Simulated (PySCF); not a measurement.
B(vinyl)(OH)(OMe) (C₃H₇BO₂), SMILES C=CB(O)OC. Atoms are numbered in the order given.

```xyz
13

B     -0.0104     0.2789     0.6345
C      0.8136     1.0266    -0.4709
C      0.6356     0.9591    -1.7965
H      1.5680     1.7342    -0.1028
H      1.2207     1.5706    -2.4920
H     -0.1169     0.3107    -2.2567
O     -0.1272     0.9050     1.8382
H     -0.6451     0.3695     2.4505
O     -0.6118    -0.9406     0.5221
C     -0.5328    -1.8061    -0.5735
H     -0.6703    -2.8373    -0.2147
H     -1.3300    -1.5952    -1.3068
H      0.4396    -1.7402    -1.0878
```
Charge 0, spin multiplicity 1.

The structure is a stationary point at PBE0-D3(BJ)/def2-SVP. The values are those of a single conformer.

Method: PBE/pcSseg-1 (PySCF).

GIAO shieldings, no solvent; atoms listed in one row are averaged. δ = σ(ref) − σ: ¹¹B against BF3 (σ = 83.9 ppm); ¹³C against TMS (σ = 182.0 ppm); ¹H against TMS (σ = 31.49 ppm); ¹⁷O against H2O (σ = 334.3 ppm), references at their B3LYP-D3(BJ)/def2-TZVP geometries, non-relativistic.

| nucleus | atoms | count | δ (ppm) |
|---|---|---|---|
| ¹¹B | B1 | 1 | 12.5 |
| ¹³C | C3 | 1 | 143.4 |
| ¹³C | C2 | 1 | 141.1 |
| ¹³C | C10 | 1 | 58.5 |
| ¹H | H5 | 1 | 6.59 |
| ¹H | H4 | 1 | 6.48 |
| ¹H | H6 | 1 | 6.37 |
| ¹H | H11, H12, H13 | 3 | 4.22 |
| ¹H | H8 | 1 | 3.94 |
| ¹⁷O | O7 | 1 | 138.4 |
| ¹⁷O | O9 | 1 | 114.1 |
